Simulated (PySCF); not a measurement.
Start geometry of InCl2(NH2) (`[NH2][In]([Cl])[Cl]`) from GFN2-xTB (Å):
```
atom  x, y, z in Å
In1    0.377    0.626    0.059
Cl2    2.566    0.947    0.256
Cl3   -1.075    2.562   -0.067
N4    -0.440   -1.152    0.196
H5    -1.426   -1.217   -0.334
H6     0.061   -1.862   -0.179
```

**Question.** What comes out of this run: PBE0-D3(BJ)/def2-SVP geometry optimisation, gas phase, def2 core potentials past Kr in PySCF?

**Answer.** 
```
atom  x, y, z in Å
In1    0.333    0.655   -0.003
Cl2    2.618    0.984    0.328
Cl3   -0.919    2.586   -0.361
N4    -0.551   -1.139    0.215
H5    -1.449   -1.236   -0.252
H6     0.032   -1.945    0.004
```

The energy falls by 12.4 kcal/mol over 14 energy and gradient evaluations, the largest force component goes from 0.1131 to 3.5e-04 Eh/bohr, and the atoms move by 0.078 Å rms after alignment. The bond that changes most is In1–Cl2 (ends: indium bonded to 2 Cl and N; chlorine bonded to In), which lengthens by 0.110 Å. Bonds longer at the end by more than 0.005 Å: 3 of 5; shorter: 2. Among the angles that change most is H5–N4–H6, from 103.6° to 109.6°. Rotational constants go from 3359, 1792, 1171 to 3109, 1846, 1160 MHz. The orientation of the end geometry is arbitrary; only internal coordinates are fixed.

The run used 86 basis functions and 82 SCF cycles in all. Time: 40 s of wall time; peak memory 0.33 GiB. Hardware: one thread of an Arm Neoverse V2, no GPU, shared host with 96 logical CPUs at a one-minute load of 35.

Stationary, but not proved a minimum.
